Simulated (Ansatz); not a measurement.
C4H16BNSi2, SMILES `BN([SiH2][SiH3])C(C)(C)C`, 24 atoms. Charge 0, multiplicity 1. Hardware: A = 5 threads of an AMD EPYC 7R13 on a shared host; B = 5 threads of an AMD EPYC 7R13 on a shared host and a share of an NVIDIA H100 80 GB. Correlated methods freeze the cores.

**Question.** Give the basis size and wall time and peak host memory of each of these runs in Ansatz. RKS PBE0-D4/def2-TZVPP energy [B]; RKS PBE0-D4/def2-QZVPP energy [B]; RHF-CCSD(T)/def2-TZVPP energy [B]; RKS BHLYP-D4/def2-TZVPP energy [B]; RKS SPW92 (LDA)/def2-TZVPP energy [B]; RHF-CCSD(T)/def2-SVP energy [B]; RKS PBE0-D4/def2-SVP energy [A]; RKS ωB97M-V/def2-TZVPP energy and forces [B]; RHF-MP2/def2-QZVPP energy [B]; RKS ωB97M-V/def2-QZVPP energy [B]; RKS ωB97M-V/def2-SVP energy [A]; RKS PBE0-D4/def2-TZVP relaxation (14 steps) [B]. (Best estimate.)

**Answer.** Computed: Other jobs shared the machine, so times are rough.

```
                     level                        job  functions  wall time  peak host memory (GiB)
      RKS PBE0-D4/def2-SVP                 energy [A]        200      4.9 s                     1.4
RKS SPW92 (LDA)/def2-TZVPP                 energy [B]        494        8 s                     1.1
      RHF-CCSD(T)/def2-SVP                 energy [B]        200      8.5 s                     1.4
    RKS PBE0-D4/def2-TZVPP                 energy [B]        494        9 s                     1.1
   RKS BHLYP-D4/def2-TZVPP                 energy [B]        494       10 s                     1.4
    RKS PBE0-D4/def2-QZVPP                 energy [B]        962       13 s                     1.5
      RKS ωB97M-V/def2-SVP                 energy [A]        200       14 s                     1.4
    RKS ωB97M-V/def2-TZVPP      energy and forces [B]        494       15 s                     1.4
    RKS ωB97M-V/def2-QZVPP                 energy [B]        962       17 s                     1.7
        RHF-MP2/def2-QZVPP                 energy [B]        962       24 s                     1.7
    RHF-CCSD(T)/def2-TZVPP                 energy [B]        494       42 s                     1.4
     RKS PBE0-D4/def2-TZVP  relaxation (14 steps) [B]        356       59 s                       1
```
